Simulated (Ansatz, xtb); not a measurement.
**Ranking isomers of CH2SSn−**

3 gas-phase structures of CH2SSn−, found in a search over its isomers (lower ones may exist). Each was relaxed with GFN2-xTB; where two conformers were screened, the lower at r2SCAN-D4/def2-SVPD//GFN2-xTB is listed:

A. the doublet with the links of `[CH]1[S][SnH-]1`
B. a doublet given by its coordinates
C. a doublet given by its coordinates

B (Å):

```xyz
5

C    -1.9257    0.4838    0.6568
S    -1.1339    0.4925   -0.9759
Sn   -0.0392   -0.6763    0.9514
H    -2.0566    1.5086    1.0085
H    -2.9090    0.0156    0.5871
```

Close contacts (Å): C1–S2 1.81, C1–Sn3 2.23, S2–Sn3 2.51, C1–H4 1.09, C1–H5 1.09.

C (Å):

| atom | x (Å) | y (Å) | z (Å) |
| --- | --- | --- | --- |
| C | -2.4636 | 0.5261 | 0.2959 |
| S | 0.8487 | 0.3503 | 1.4290 |
| Sn | -0.4769 | 0.4021 | -0.5237 |
| H | -2.7081 | 0.3199 | 1.3368 |
| H | -3.3196 | 0.2391 | -0.3220 |

Close contacts (Å): C1–Sn3 2.15, S2–Sn3 2.36, C1–H4 1.09, C1–H5 1.09.

Question: Make a reasoned guess at their ranking by r2SCAN-D4/def2-SVPD//GFN2-xTB single-point energy.

Answer: Calculated order at r2SCAN-D4/def2-SVPD//GFN2-xTB: B (0.000), C (0.533), A (1.417) eV.

Energies above the lowest of each column, in eV; the last columns are at r2SCAN-D4/def2-SVPD geometries and were run for some of them only (a dash: not run or not comparable):

```tsv
structure	GFN2-xTB	HF/STO-3G	r2SCAN-D4/def2-SVPD//GFN2-xTB	r2SCAN-D4/def2-SVPD	CCSD(T)/def2-SVPD
B	0.000	0.000	0.000	0.000	0.000
C	0.210	0.392	0.533	0.521	0.504
A	0.580	1.228	1.417	–	–
```

Every level run on B puts it lowest or level with the lowest. Some further structures that were screened fall inside this span and aren't listed. Frequencies (r2SCAN-D4/def2-SVPD) were run for B, C alone. Open shells are spin-unrestricted, some with notable spin contamination. Atoms past krypton carry core potentials in the def2 sets, without spin–orbit terms.

Programs: Ansatz 0.2.0, xtb 6.7.1.
